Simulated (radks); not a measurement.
Values are calculated unless marked as measured or tabulated.
Al2+, configuration [Ne] 3s1.

Level of theory: scalar-relativistic Kohn-Sham, LDA (Slater exchange, Perdew-Wang correlation), spin-polarised, spherical densities, point nucleus; open shells are filled with parallel spins first (a radial shooting solver on a logarithmic mesh with Libxc functionals).

Energy parts (hartree):
total: -240.85573
kinetic: 241.07665
electron-nucleus: -568.89106
Hartree: 103.99196
exchange-correlation: -17.03328

Orbitals (lengths in bohr, moments of r in powers of bohr):
| orbital | occ. | eigenvalue (hartree) | <r^4> | <1/r> | <r> |
|---|---|---|---|---|---|
| 1s up | 1 | -56.05972 | 0.0009954 | 12.59 | 0.1206 |
| 1s down | 1 | -56.05402 | 0.0009955 | 12.59 | 0.1206 |
| 2s up | 1 | -4.71052 | 0.4205 | 2.334 | 0.6280 |
| 2s down | 1 | -4.70276 | 0.4154 | 2.336 | 0.6271 |
| 2p up | 3 | -3.32252 | 0.4860 | 2.213 | 0.6024 |
| 2p down | 3 | -3.31405 | 0.4742 | 2.217 | 0.6006 |
| 3s up | 1 | -0.90348 | 46.53 | 0.6227 | 2.182 |
| 3s down | 0 | -0.83167 | 50.71 | 0.6179 | 2.211 |

The highest occupied level is 3s up at -24.585 eV. Summed over all electrons, <r^2> = 9.186 bohr^2, which gives a Langevin (diamagnetic) susceptibility term of -7.28 x 10^-6 cm^3/mol. Spin moment in Bohr magnetons: 1. The density falls to 0.001 e/bohr^3 at r = 3.36 bohr.
